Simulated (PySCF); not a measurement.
Relaxation of triplet OsOF2

These are results of UPBE0 in PySCF with Os def2-SVP with ECP60, O def2-SVP, F def2-SVP; scalar-relativistic core potentials, no spin–orbit coupling; density-fitted integrals, not measurements. A (50,194) grid was used.

A hand-made T-shaped (ligand arrangement 2) start, of C2v symmetry, held to at least that symmetry:

```xyz
4
charge 0 multiplicity 3, angstrom
Os    0.0000    0.0000   -0.1229
O     0.0000    0.0000    1.6071
F     1.9288    0.0000   -0.0555
F    -1.9288    0.0000   -0.0555
```

At each step, columns x, y, z (Å) and Fx, Fy, Fz (eV/Å):

```
step 0  E − E(last) = 146.63 kJ/mol
Os   0.000   0.000  -0.123   0.000   0.000   6.150
O    0.000   0.000   1.607   0.000   0.000  -3.156
F    1.929   0.000  -0.056  -1.910   0.000  -1.497
F   -1.929   0.000  -0.056   1.910   0.000  -1.497
step 1  E − E(last) = 65.48 kJ/mol
Os   0.000   0.000   0.028   0.000   0.000  -0.910
O    0.000   0.000   1.653   0.000   0.000   2.845
F    1.860   0.000  -0.154  -0.646   0.000  -0.967
F   -1.860   0.000  -0.154   0.646   0.000  -0.967
step 2  E − E(last) = 19.96 kJ/mol
Os   0.000   0.000   0.141   0.000   0.000   0.672
O    0.000   0.000   1.808   0.000   0.000   0.155
F    1.809   0.000  -0.288  -0.704   0.000  -0.414
F   -1.809   0.000  -0.288   0.704   0.000  -0.414
step 3  E − E(last) = 3.46 kJ/mol
Os   0.000   0.000   0.238   0.000   0.000   0.076
O    0.000   0.000   1.911   0.000   0.000   0.058
F    1.740   0.000  -0.388  -0.463   0.000  -0.067
F   -1.740   0.000  -0.388   0.463   0.000  -0.067
step 4  E − E(last) = 0.32 kJ/mol
Os   0.000   0.000   0.279   0.000   0.000   0.415
O    0.000   0.000   1.958   0.000   0.000  -0.161
F    1.687   0.000  -0.432   0.146   0.000  -0.127
F   -1.687   0.000  -0.432  -0.146   0.000  -0.127
step 5  E − E(last) = 0.04 kJ/mol
Os   0.000   0.000   0.289   0.000   0.000   0.141
O    0.000   0.000   1.967   0.000   0.000  -0.094
F    1.683   0.000  -0.442   0.002   0.000  -0.024
F   -1.683   0.000  -0.442  -0.002   0.000  -0.024
step 6  E − E(last) = 0.00 kJ/mol
Os   0.000   0.000   0.295   0.000   0.000  -0.001
O    0.000   0.000   1.971   0.000   0.000  -0.003
F    1.679   0.000  -0.447  -0.004   0.000   0.002
F   -1.679   0.000  -0.447   0.004   0.000   0.002
step 7  E − E(last) = 0.00 kJ/mol
Os   0.000   0.000   0.295   0.000   0.000   0.000
O    0.000   0.000   1.971   0.000   0.000   0.000
F    1.679   0.000  -0.446   0.000   0.000   0.000
F   -1.679   0.000  -0.446   0.000   0.000   0.000
```

It ends at C2v with Os–F 1.836 Å (×2), Os–O 1.676 Å; F–Os–F 132.5°, F–Os–O 113.7° (×2) (after a last refinement on a finer grid). A frequency run shows a minimum. Other isomers or separated fragments may lie lower.

With open d or f shells other occupations or spin states may lie lower. At this level a singlet minimum of C2v symmetry lies 4 kJ/mol below this structure. No spin–orbit coupling is included, which matters more the heavier the element.

The relaxation took about 40 core-seconds on a shared host.
